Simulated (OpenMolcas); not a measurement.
**O: effect of correlating more closed shells**

```yaml
Program: OpenMolcas
Basis: ANO-RCC-VTZP [4s3p2d1f]
Scalar_Hamiltonian: DKH2, point nucleus
Active_space: 4 electrons in 3 orbitals (2p)
State_averaging: 2S+1 = 3 even, 3 roots; 2S+1 = 1 even, 6 roots
Spin-orbit_coupling: state interaction with AMFI integrals over the reference wave functions, term energies averaged over their components
```

Methods on the same reference wave functions:
A. CASSCF
B. SS-CASPT2, IPEA 0.25 Eh, imaginary shift 0.1 Eh (closed shells correlated: 2s)
C. SS-CASPT2, IPEA 0.25 Eh, imaginary shift 0.1 Eh (closed shells correlated: 1s 2s)

Energies in cm⁻¹ above 2s² 2p⁴ ³P₂, the measured ground level; measured values from NIST Handbook of Basic Atomic Spectroscopic Data.

```tsv
Level	A	B	C	Measured
2s² 2p⁴ ³P₂	0.0	0.0	0.0	0.0
2s² 2p⁴ ³P₁	149	149	149	158
2s² 2p⁴ ³P₀	223	222	222	227
2s² 2p⁴ ¹D₂	17703	15770	15790	15868
2s² 2p⁴ ¹S₀	43883	35790	35790	33793
```

Deviations, from unrounded energies. A percentage is the sum of absolute deviations over the sum of measured energies, with the sign that they share, or ± where signs differ.

```tsv
Against measurement	Levels	A	B	C
mean absolute deviation (cm-1)	4	3000	530	520
fine structure of the ground term (%)	2	-3.5	-3.5	-3.5
other terms of the ground configuration (%)	2	+24.0	±4.2	±4.2
```

B, C lie about equally close to measurement and A furthest from it. The largest miss of C in the table is 2s² 2p⁴ ¹S₀, by +2000 cm-1. The ranking rests on the paired levels alone, and a cruder setting can come out closer through cancelling errors.

Between B and C the level of the table that moves most is 2s² 2p⁴ ¹D₂, by 20 cm-1 (lowest in B, highest in C). Moves below CASPT2's spread within the term are not significant.

The two smallest mean deviations differ by little beside CASPT2's spread within terms, so their order carries little weight.

From A to B the spin-free energies of the other terms of 2s² 2p⁴ shown, above ³P, scale by factors of 0.82 to 0.89.

The lowest spin-free term lies below A's lowest term by 0.153 hartree in B, 0.159 hartree in C.

What an inner shell adds also hangs on whether the basis holds functions to correlate it.

Term energies are means over components that CASPT2 splits; among the terms shown or strongly mixed into the levels shown the widest spread is 110 cm-1 (2s² 2p⁴ ¹D, C). With the s shell closed, the reference lacks s² → p² mixing. Without dynamic correlation excited terms often stand tens of per cent too high (terms of higher spin than the ground term too low), and those without a measured partner can miss by more than the paired ones (holds for A). Computed and measured levels are paired by configuration, term and J; levels that our copy of the source lacks, or whose pairing is in doubt (as where it misses far off the trend of its configuration), stay unpaired and out of the deviations. Only configurations of the active space appear.
